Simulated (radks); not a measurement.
All-electron atom: the strontium ion Sr+ in [Kr] 5s1. Method: scalar-relativistic Kohn-Sham, LB94 model potential, spin-unpolarised, spherical densities, finite nucleus; Fermi nuclear charge, rms radius 4.224 fm; computed with a radial shooting solver on a logarithmic mesh with Libxc functionals.

Unscreened Slater integrals over Kohn-Sham orbitals (hartree).

integral       value
F0(5s,5s)    0.25078
F0(5s,4p)    0.31341
G1(5s,4p)   0.027786
F0(5s,4s)    0.31888
G0(5s,4s)   0.017109
F0(5s,3d)    0.34297
G2(5s,3d)  0.0091754
F0(4p,4p)    0.58263
F2(4p,4p)    0.30396
F0(4p,4s)    0.62125
G1(4p,4s)    0.41489
F0(4p,3d)    0.76054
F2(4p,3d)    0.16497
G1(4p,3d)   0.053318
G3(4p,3d)   0.050499
F0(4s,4s)    0.66979
F0(4s,3d)    0.85748
G2(4s,3d)   0.071353
F0(3d,3d)     1.8435
F2(3d,3d)    0.89424
F4(3d,3d)    0.56502
